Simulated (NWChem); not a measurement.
Program: NWChem. System: Cd, charge 0, spin multiplicity 1. Level: MP2/def2-TZVP with def2 effective core potentials on Cd, 4 core orbitals frozen.

Input file:

```
start mol
memory heap 200 mb stack 900 mb global 1100 mb
geometry units angstroms nocenter noautoz
  Cd     0.000000     0.000000     0.000000
  symmetry group D2h
end
basis spherical
  * library def2-tzvp
end
ecp
  Cd library def2-ecp
end
scf
  rhf
  nopen 0
  maxiter 100
  thresh 1e-7
  semidirect memsize 60000000 filesize 0
end
mp2
  freeze core 4
end
task mp2 energy
```

Part of the output:

```
             Northwest Computational Chemistry Package (NWChem) 7.3.0
             --------------------------------------------------------

                                NWChem Input Module
                                -------------------

 Scaling coordinates for geometry "geometry" by  1.889725989
 (inverse scale =  0.529177249)

                             Geometry "geometry" -> ""
                             -------------------------

 Output coordinates in angstroms (scale by  1.889725989 to convert to a.u.)

  No.       Tag          Charge          X              Y              Z
 ---- ---------------- ---------- -------------- -------------- --------------
    1 Cd                  48.0000     0.00000000     0.00000000     0.00000000

 Effective nuclear repulsion energy (a.u.)       0.0000000000

            Nuclear Dipole moment (a.u.)
            ----------------------------
        X                 Y               Z
 ---------------- ---------------- ----------------
     0.0000000000     0.0000000000     0.0000000000

      Symmetry information
      --------------------

 Group name             D2h
 Group number             26
 Group order               8
 No. of unique centers     1

      Symmetry unique atoms

     1


 Summary of "ao basis" -> "" (spherical)
 ------------------------------------------------------------------------------
       Tag                 Description            Shells   Functions and Types
 ---------------- ------------------------------  ------  ---------------------
 *                         def2-tzvp                  on all atoms

 Summary of "ao basis" -> "ao basis" (spherical)
 ------------------------------------------------------------------------------
       Tag                 Description            Shells   Functions and Types
 ---------------- ------------------------------  ------  ---------------------
 Cd                        def2-tzvp                14       40   6s4p3d1f

                                 NWChem SCF Module
                                 -----------------

  ao basis        = "ao basis"
[...]
     1   1 0 0      0.000000      0.000000      0.000000
     1   0 1 0     -0.000000      0.000000      0.000000
     1   0 0 1      0.000000      0.000000      0.000000

     2   2 0 0    -16.542218      0.000000      0.000000
     2   1 1 0     -0.000000      0.000000      0.000000
     2   1 0 1      0.000000      0.000000      0.000000
     2   0 2 0    -16.542218      0.000000      0.000000
     2   0 1 1     -0.000000      0.000000      0.000000
     2   0 0 2    -16.542218      0.000000      0.000000

                   NWChem MP2 Semi-direct Energy/Gradient Module
                   ---------------------------------------------

  Basis functions       =     40
  Molecular orbitals    =     40
  Frozen core           =      4
  Frozen virtuals       =      0
  Active alpha occupied =      6
  Active beta occupied  =      6
  Active alpha virtual  =     30
  Active beta virtual   =     30
  Use MO symmetry       = T
  Use skeleton AO sym   = T

  AO/Fock/Back tols     =   1.0D-09  1.0D-09  1.0D-09

 GA uses MA = F    GA memory limited = T

 Available:
  local mem=  1.26D+08
 global mem=  1.44D+08
 local disk=  0.00D+00
  mp2_memr nvloc                    30
  nvloc new                    30
   1 passes of   6:        3145728                      12260                    504635.
   1 passes of   6: M    126143916           G      144176000           F     122998188.

 Semi-direct pass number   1 of   1  for RHF alpha+beta  at        0.3s
  vrange nnbf                   820
  mp2_eaftype                    10  avail_ma_in_mb                  1099
 EAF : mp2_eaftype filesize          10     252317.
  mp2_eaf for mointskh                     10
Node 0 wrote      1.2 Mb in      0.0 s     Agg I/O rate:   941.7 Mb/s
 Done moints_semi at        0.7s
  mp2_eaftype                    10  avail_ma_in_mb                  1089
 EAF : mp2_eaftype filesize          10     252317.
  mp2_eaf for kh                    10
 Done maket at        0.7s
 Done multipass loop at        0.7s

          -------------------------------------------
          SCF energy                -166.883922796189
          Correlation energy          -0.330639561477
          Singlet pairs               -0.152273379139
          Triplet pairs               -0.178366182338
          Total MP2 energy          -167.214562357666
          -------------------------------------------

          ---------------------------------------------------
                    Spin Component Scaled (SCS) MP2
          Same spin pairs                     -0.118910788225
          Same spin scaling factor             0.333333333333
          Opposite spin pairs                 -0.211728773252
          Opposite spin scaling fact.          1.200000000000
          SCS-MP2 correlation energy          -0.293711457311
          Total SCS-MP2 energy              -167.177634253500
          ---------------------------------------------------

 -----------------------
 Performance information
 -----------------------

 Timer overhead =  2.31D-07 seconds/call

               Nr. of calls         CPU time (s)                 Wall time (s)                GFlops
             ---------------    -------------------     ------------------------------   -------------------
Name         Min   Avg   Max    Min     Avg     Max     Min     Avg     Max   Mx/calls   Min     Max     Sum
mp2: moin     1     1     1   0.36    0.36    0.36     0.36    0.36    0.36    0.36      0.0     0.0     0.0
mp2: make     1     1     1   1.07E-2 1.07E-2 1.07E-2  1.07E-2 1.07E-2 1.07E-2 1.07E-2   0.0     0.0     0.0
mp2: tota     1     1     1   0.42    0.42    0.42     0.42    0.42    0.42    0.42      0.0     0.0     0.0

 The average no. of pstat calls per process was 3.00D+00
 with a timing overhead of 6.94D-07s

 Task  times  cpu:        0.6s     wall:        0.6s

 Total times  cpu:        0.7s     wall:        0.7s
```
